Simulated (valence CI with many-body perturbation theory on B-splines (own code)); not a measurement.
## Bi⁶⁷⁺: E2, M1, M2 decay

Level of theory: valence CI with perturbative core correlation (CI+MBPT): six valence electrons over a frozen Dirac-Fock core [Ne], a basis of 9 s, 9 p, 8 d, 6 f, 3 g, 1 h functions for each j, with the one-electron correlation potential Σ1 (screened to all orders), the two-electron term Σ2, the three-electron term Σ3, Breit, model QED; selected single and double excitations, second order for the rest, scaled by the run's own slope (own B-spline code, finite nucleus).

The last digits are not significant, and no measured levels were compared; by estimate large intervals hold to a few tenths of a per cent, small ones and those within an open d or f shell to about a per cent. Among the levels kept, up to 1200 cm⁻¹ of a level comes from second order outside the variational space, and about a tenth of that is noise between levels of different J, which matters for small intervals.

Lines 1 to 32 of 32 in falling wavelength, among levels below 1061.9 eV, chosen from the decays that carry over 1 % of a level's rate. Wavelengths and rates use the calculated energies. Electric multipoles are in the length gauge with retardation, E1 and E2 with the static RPA response of the core. M1 uses the relativistic operator with retardation. S is in atomic units (e²a₀⁴ for E2 and M2, e²a₀⁶ for E3), for M1 in squared Bohr magnetons. Weak lines are less certain than strong ones. Lines between different terms over intervals too small for the method are left out, as are lines whose strength nearly cancels. The highest levels of a list are the least certain.

Levels are named by their leading jj configuration (3d3/2^4 stands for four electrons in 3d with j = 3/2), which in mixed levels can hold well under half, so a name can repeat and another be missing. Letters in brackets count levels of one name in rising energy.

```
λ vac (Å)                               Upper                           Lower  Type   A (s⁻¹)  S (a.u.)
     1182      (3s^2 3p1/2^2 3p3/2 3d3/2) J=0  (3s^2 3p1/2^2 3p3/2 3d3/2) J=2    E2  2.46e-01  5.07e-04
    538.6          (3s^2 3p1/2^2 3p3/2^2) J=0      (3s^2 3p1/2^2 3p3/2^2) J=2    E2  1.79e+01  7.26e-04
    94.80      (3s^2 3p1/2^2 3p3/2 3d5/2) J=4  (3s^2 3p1/2^2 3p3/2 3d3/2) J=3    M1  1.33e+07  3.78e+00
    90.66      (3s^2 3p1/2 3p3/2^2 3d5/2) J=5  (3s^2 3p1/2 3p3/2^2 3d3/2) J=4    M1  1.43e+07  4.34e+00
    43.80      (3s^2 3p1/2^2 3p3/2 3d3/2) J=0      (3s^2 3p1/2^2 3p3/2^2) J=2    M2  3.33e+00  4.79e-10
    22.03  (3s^2 3p1/2 3p3/2^2 3d5/2) J=4 [a]  (3s^2 3p1/2^2 3p3/2 3d5/2) J=3    M1  5.80e+08  2.07e+00
    22.03  (3s^2 3p1/2 3p3/2^2 3d5/2) J=3 [a]  (3s^2 3p1/2^2 3p3/2 3d5/2) J=3    M1  2.51e+08  6.97e-01
    21.48  (3s^2 3p1/2 3p3/2^2 3d5/2) J=4 [b]  (3s^2 3p1/2^2 3p3/2 3d5/2) J=3    M1  1.50e+08  4.96e-01
    21.36      (3s^2 3p1/2 3p3/2^2 3d5/2) J=5  (3s^2 3p1/2^2 3p3/2 3d5/2) J=3    E2  1.79e+07  7.81e-04
    21.24  (3s^2 3p1/2 3p3/2^2 3d5/2) J=3 [a]  (3s^2 3p1/2^2 3p3/2 3d5/2) J=2    M1  9.60e+08  2.39e+00
    21.16            (3s^2 3p1/2 3p3/2^3) J=1      (3s^2 3p1/2^2 3p3/2^2) J=0    M1  6.34e+08  6.68e-01
    21.13  (3s^2 3p1/2 3p3/2^2 3d3/2) J=2 [a]  (3s^2 3p1/2^2 3p3/2 3d3/2) J=3    M1  2.34e+08  4.09e-01
    21.12  (3s^2 3p1/2 3p3/2^2 3d3/2) J=2 [a]  (3s^2 3p1/2^2 3p3/2 3d3/2) J=1    M1  2.63e+08  4.59e-01
    21.06  (3s^2 3p1/2 3p3/2^2 3d5/2) J=2 [a]  (3s^2 3p1/2^2 3p3/2 3d5/2) J=1    M1  1.09e+09  1.89e+00
    21.05      (3s^2 3p1/2 3p3/2^2 3d3/2) J=0  (3s^2 3p1/2^2 3p3/2 3d3/2) J=1    M1  1.93e+09  6.68e-01
    20.92  (3s^2 3p1/2 3p3/2^2 3d5/2) J=4 [a]  (3s^2 3p1/2^2 3p3/2 3d5/2) J=4    M1  1.35e+09  4.11e+00
    20.92  (3s^2 3p1/2 3p3/2^2 3d5/2) J=3 [a]  (3s^2 3p1/2^2 3p3/2 3d5/2) J=4    M1  4.65e+08  1.10e+00
    20.75  (3s^2 3p1/2 3p3/2^2 3d3/2) J=2 [a]  (3s^2 3p1/2^2 3p3/2 3d3/2) J=2    M1  1.05e+09  1.74e+00
    20.73  (3s^2 3p1/2 3p3/2^2 3d5/2) J=4 [b]  (3s^2 3p1/2^2 3p3/2 3d5/2) J=2    E2  2.83e+07  8.70e-04
    20.51      (3s^2 3p1/2 3p3/2^2 3d3/2) J=4  (3s^2 3p1/2^2 3p3/2 3d3/2) J=3    M1  3.26e+08  9.40e-01
    20.51      (3s^2 3p1/2 3p3/2^2 3d3/2) J=4  (3s^2 3p1/2^2 3p3/2 3d3/2) J=3    E2  4.63e+07  1.35e-03
    20.42  (3s^2 3p1/2 3p3/2^2 3d5/2) J=4 [b]  (3s^2 3p1/2^2 3p3/2 3d5/2) J=4    M1  2.18e+08  6.19e-01
    20.42  (3s^2 3p1/2 3p3/2^2 3d5/2) J=4 [b]  (3s^2 3p1/2^2 3p3/2 3d5/2) J=4    E2  2.90e+07  8.28e-04
    20.36            (3s^2 3p1/2 3p3/2^3) J=1      (3s^2 3p1/2^2 3p3/2^2) J=2    M1  1.73e+09  1.62e+00
    20.36            (3s^2 3p1/2 3p3/2^3) J=1      (3s^2 3p1/2^2 3p3/2^2) J=2    E2  4.93e+07  4.62e-04
    20.31      (3s^2 3p1/2 3p3/2^2 3d5/2) J=5  (3s^2 3p1/2^2 3p3/2 3d5/2) J=4    M1  3.37e+08  1.15e+00
    20.31      (3s^2 3p1/2 3p3/2^2 3d5/2) J=5  (3s^2 3p1/2^2 3p3/2 3d5/2) J=4    E2  4.28e+07  1.45e-03
    20.16      (3s^2 3p1/2 3p3/2^2 3d3/2) J=4  (3s^2 3p1/2^2 3p3/2 3d3/2) J=2    E2  2.10e+07  5.63e-04
    20.01            (3s^2 3p1/2 3p3/2^3) J=2      (3s^2 3p1/2^2 3p3/2^2) J=2    M1  1.05e+09  1.56e+00
    20.01            (3s^2 3p1/2 3p3/2^3) J=2      (3s^2 3p1/2^2 3p3/2^2) J=2    E2  7.23e+07  1.03e-03
    19.65  (3s^2 3p1/2 3p3/2^2 3d5/2) J=3 [b]  (3s^2 3p1/2^2 3p3/2 3d5/2) J=2    M1  7.05e+07  1.39e-01
    19.37  (3s^2 3p1/2 3p3/2^2 3d5/2) J=3 [b]  (3s^2 3p1/2^2 3p3/2 3d5/2) J=4    M1  9.18e+08  1.73e+00
```
